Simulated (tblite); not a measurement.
C4H13BN2Si.
Geometry (GFN2-xTB, Å), atoms numbered from 1 in this order:
```xyz
21
C4H13BN2Si angstrom
C     -2.113   -0.852   -1.138
B     -1.283   -0.204    0.048
C     -2.054    0.302    1.346
N      0.107   -0.074   -0.058
C      0.911    0.472    1.027
C      2.279    0.876    0.479
N      2.569   -0.075   -0.570
Si     1.141   -0.598   -1.365
H     -2.776   -0.114   -1.588
H     -2.754   -1.654   -0.774
H     -1.491   -1.261   -1.931
H     -1.951    1.380    1.475
H     -3.119    0.086    1.309
H     -1.659   -0.155    2.252
H      1.041   -0.297    1.797
H      0.411    1.329    1.481
H      2.247    1.907    0.099
H      3.043    0.826    1.263
H      3.454    0.063   -1.027
H      0.773    0.107   -2.600
H      1.215   -2.049   -1.527
```

Method: GFN2-xTB as coded in tblite; computed harmonic values from a numerical Hessian at the method's own geometry, unscaled. Against measured fundamentals such values can be off by several per cent, at times by over 20. Modes of hydrogen on silicon can be 10 to 20 % off. One conformer, not necessarily the lowest.

Harmonic wavenumbers (cm⁻¹): 48.0, 78.3, 87.7, 130.7, 176.2, 177.4, 239.3, 269.7, 374.8, 389.0, 399.9, 470.8, 527.5, 564.7, 586.0, 630.1, 705.7, 762.5, 798.5, 812.6, 852.2, 858.4, 883.0, 906.7, 967.9, 993.9, 1078.4, 1097.6, 1141.1, 1158.0, 1185.7, 1198.1, 1263.0, 1320.4, 1360.7, 1383.5, 1389.4, 1394.7, 1479.4, 1500.2, 1502.0, 1504.5, 1510.7, 1512.5, 2202.1, 2268.7, 2851.4, 2908.3, 2931.6, 2968.5, 2995.8, 3006.6, 3010.8, 3020.5, 3038.1, 3039.9, 3494.5.

A = 2852, B = 1285, C = 921.9 MHz; mass 128.094 u (most abundant isotopes); point group C1, symmetry number 1.

What is the zero-point energy?

½Σν̃ = 37704 cm⁻¹ = 107.80 kcal/mol.

What is S at 400 K and 1 bar for an ideal gas of classical rigid rotors and harmonic oscillators?

Translation 41.94, rotation 29.82, vibration 43.10: S = 114.9 cal/(mol K).

And Cp and H(400 K) − H(0)?

Cp = 52.60 cal/(mol K), of which vibrations give 44.65 (their classical limit is 57 R = 113.3); H(400 K) − H(0) = 12.20 kcal/mol without the zero-point energy, 9.02 from vibrations.

Which modes carry the vibrational entropy at 400 K?

48.0 cm⁻¹: 5.48; 78.3 cm⁻¹: 4.51; 87.7 cm⁻¹: 4.29; 130.7 cm⁻¹: 3.51; 176.2 cm⁻¹: 2.93; 177.4 cm⁻¹: 2.91 cal/(mol K); the other 51 give 19.48 together.

Blend soft modes into free rotors: weight 1/[1 + (100 cm⁻¹/ν̃)⁴] for the oscillator and the rest for a rotor with moment μB/(μ + B), μ = h/(8π²ν), B = 10⁻⁴⁴ kg m². What vibrational entropy results?

39.91 cal/(mol K) in place of 43.10, which changes −T·S at 400 K by +1.28 kcal/mol.

How do the functions run with temperature in this model?

| T (K) | S (cal/(mol K)) | Cp (cal/(mol K)) | H − H(0) (kcal/mol) | G − H(0) (kcal/mol) | ln q(vib) |
| --- | --- | --- | --- | --- | --- |
| 50 | 58.5 | 13.7 | 0.51 | -2.42 | 0.52 |
| 100 | 69.9 | 19.7 | 1.35 | -5.64 | 1.82 |
| 298.15 | 101.1 | 41.6 | 7.39 | -22.74 | 7.45 |
| 373.15 | 111.3 | 49.8 | 10.82 | -30.71 | 9.58 |
| 500 | 127.6 | 61.9 | 17.94 | -45.88 | 13.17 |
| 750 | 156.2 | 79.0 | 35.71 | -81.46 | 20.03 |
| 1000 | 180.6 | 90.4 | 56.98 | -123.64 | 26.44 |

q(vib) and H(0) count from the zero-point level.

What must be added to the electronic energy to get the Gibbs energy at 400 K and 1 bar?

ZPE + [H(400 K) − H(0)] − T·S = 107.80 + 12.20 − 45.95 = 74.05 kcal/mol.

Hindered rotation and anharmonicity are outside this model. Other conformers, if any are populated, would add a mixing term that is left out. The structure is chiral; the term R ln 2 for an equal mix with its mirror image is left out.

Hardware: an Intel Xeon at 2.50 GHz with one thread, shared host. Cost: 4.0 s wall, 2.8 s CPU. The figure is for the frequency step alone.
